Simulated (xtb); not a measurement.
In(F)(OH)(NH2) (FH3InNO), SMILES [In]([NH2])([F])[OH]. All values are semi-empirical tight-binding results from xtb (GFN2-xTB unless named), good for trends rather than for accurate numbers. Geometry: GFN2-xTB. One conformer was computed; it need not be the lowest.

For metal compounds this method's bond lengths and energies can be far off.

The orbital gap comes out as 2.85 eV and the zero-point energy is 22.6 kcal/mol. The G − E(el) at 298.15 K (modified RRHO) is 2.3 kcal/mol.
